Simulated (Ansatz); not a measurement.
Geometry optimisation, Ansatz 0.2.0, RKS B3LYP-D4/def2-SVP.

The input (input.yaml):

```yaml
crystal:
  periodic: [false, false, false]
  atoms:
    - { symbol: C, position_ang: [-0.8372, -0.06, -0.8305] }
    - { symbol: B, position_ang: [0.3483, -0.5374, 0.0033] }
    - { symbol: O, position_ang: [0.7367, -1.9297, -0.0965] }
    - { symbol: Sb, position_ang: [1.541, 0.8908, 1.3229] }
    - { symbol: H, position_ang: [-1.3103, -0.8552, -1.4563] }
    - { symbol: H, position_ang: [-1.6619, 0.3961, -0.1567] }
    - { symbol: H, position_ang: [-0.5252, 0.7951, -1.5214] }
    - { symbol: H, position_ang: [0.298, -2.3721, 0.6256] }
    - { symbol: H, position_ang: [-0.0321, 1.5256, 2.0359] }
    - { symbol: H, position_ang: [1.5257, 2.0957, 0.0766] }
basis:
  gaussian: { orbitals: def2-SVP }
hamiltonian:
  xc: b3lyp
  dispersion: d4
relax:
  f_tol: 0.02
  max_steps: 50
```

Command:

```bash
$ ansatz run input.yaml --threads 2 --pin off --max-ram 3072MiB --backend cpu --events-out ev --progress --plain --runs-dir out
```

**Question.** Where does it end, and by what steps?

**Answer.** It converged. The force dipped under the threshold on the way, but the program's further checks kept it going. After 47 steps the energy has fallen by 1.017 eV; H9 moved furthest, 2.10 Å.

```tsv
step	energy less start (eV)	largest force component (eV/Å)	accepted
0	0.0000	2.542	yes
2	-0.3861	2.063	yes
4	-0.8547	0.945	yes
6	-0.9372	0.143	yes
8	-0.9443	0.050	yes
10	-0.9474	0.088	yes
12	-0.9486	0.126	no
14	-0.9537	0.068	yes
16	-0.9568	0.167	yes
18	-0.9631	0.275	yes
20	-0.9688	0.123	yes
22	-0.9790	0.152	yes
24	-0.9848	0.065	yes
26	-0.9928	0.159	yes
28	-1.0075	0.147	yes
30	-1.0113	0.071	yes
32	-1.0134	0.033	yes
34	-1.0143	0.042	yes
36	-1.0152	0.066	yes
38	-1.0156	0.063	yes
40	-1.0162	0.030	yes
42	-1.0163	0.020	yes
44	-1.0165	0.079	no
46	-1.0160	0.106	no
47	-1.0167	0.017	yes
```

```xyz
10
Properties=species:S:1:pos:R:3
C -0.815 -0.090 -1.317
B 0.054 -0.386 -0.044
O -0.020 -1.605 0.536
Sb 1.505 1.222 0.766
H -1.482 -0.929 -1.574
H -1.426 0.819 -1.175
H -0.164 0.118 -2.184
H 0.528 -1.704 1.325
H 1.716 0.376 2.261
H 0.187 2.128 1.408
```

Whether the end is a true minimum wasn't checked by a vibrational analysis.

Run time: 53 s on 2 threads of AMD EPYC 9R45 96-Core Processor (Zen 5), on a shared host, peak memory 0.23 GiB.
